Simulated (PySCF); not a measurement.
C2H8InN, SMILES C[CH2][InH][NH2].

The structure is a stationary point at PBE0-D3(BJ)/def2-SVP. The structure was generated by enumeration; whether it is a known compound was not checked. The def2 effective core potentials stand for the cores of In; spin–orbit coupling is left out. The values are those of a single conformer.

Two levels are set side by side: TDA-PBE/def2-SVPD (PySCF) and TDA-PBE0/def2-SVPD (PySCF). Vertical, same geometry. The lowest singlet is HOMO→LUMO+1 69 %, HOMO−1→LUMO 30 % with PBE and HOMO−1→LUMO 98 % with the other functional; states are paired by order. Differences are taken from unrounded values.

```
quantity                               TDA-PBE0
-------------------------------------  --------
lowest singlet excitation (eV)             5.18
lowest triplet excitation (TDA) (eV)       4.14
first bright state (f over 0.05) (eV)      5.33
its oscillator strength                    0.08
```

Task: What does TDA-PBE give, and how far is it from TDA-PBE0? (An estimate is asked for; the answer gives what the named calculation found.)

Result: 
| quantity | TDA-PBE | TDA-PBE minus TDA-PBE0 |
|---|---|---|
| lowest singlet excitation (eV) | 4.72 | -0.46 |
| lowest triplet excitation (TDA) (eV) | 3.66 | -0.48 |
| first bright state (f over 0.05) (eV) | 4.86 | -0.47 |
| its oscillator strength | 0.09 | 0.00 |

A lower first singlet is the usual sign of a functional without exact exchange. Differences between two approximate levels are no errors against the true value.

Rough cost on one machine, each run with all the roots and properties that it gave: TDA-PBE0 against TDA-PBE within a factor of 2.
